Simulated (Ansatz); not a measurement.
```xyz
10

Si    0.3393    0.2806   -1.3711
C     0.6729   -0.0717    0.4318
Ga   -0.9729   -0.3164    1.4813
H     1.5943    0.4612   -2.1514
H    -0.4750    1.5194   -1.5173
H    -0.4276   -0.8380   -1.9872
H     1.2446    0.7658    0.8427
H     1.2828   -0.9779    0.4954
H    -1.5979   -1.7502    1.6254
H    -1.6605    0.9272    2.1504
```

Total charge 0; spin multiplicity 1.

Q: List the PBE/def2-TZVPP orbital energies in eV (the Gaussian-basis code of Ansatz). (An estimate is asked.)

A: Computed: Occupied: -10093.56, -1779.46, -1233.50, -1093.23, -1093.10, -1093.09, -268.79, -143.24, -137.22, -97.92, -97.55, -97.54, -93.94, -93.94, -93.94, -19.96, -19.78, -19.77, -19.68, -19.62, -17.02, -12.74, -10.94, -10.35, -8.72, -8.10, -8.02, -7.18, -6.84. Lowest empty: -2.39, -0.40, 0.43, 0.63, 0.91, 1.23, 1.41, 1.59.
